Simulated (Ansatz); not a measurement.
CuFH2O, SMILES `[OH2+][Cu-][F]` from Hartree–Fock to CCSD(T)

```xyz
5

O    -0.069    0.324    0.919
Cu    0.214   -0.574   -0.760
F     0.472   -1.394   -2.289
H     0.380    1.172    0.994
H    -0.996    0.473    1.136
```

Charge 0, multiplicity 1. Correlated methods include outer-core shells of Cu, which these sets cover unevenly. Scalar relativity is left out up to krypton. All single points use the PBE0-D4/def2-TZVP geometry. It is one conformer, not always the lowest. Frozen core, restricted reference, Ansatz 0.2.0.

```tsv
basis	HF (Eh)	MP2 corr.
def2-SVP	-1814.04692	-0.79138
def2-TZVPP	-1814.50658	-1.39374
def2-QZVPP	-1814.55645	-1.46886
```

Task: Estimate the CCSD correlation energy and the (T) correction in each basis where they were run (hartree).

Result: 
```json
{"basis": "def2-SVP", "CCSD corr.": "-0.75695", "(T)": "-0.02104"}
{"basis": "def2-TZVPP", "CCSD corr.": "-1.27751", "(T)": "-0.03867"}
```
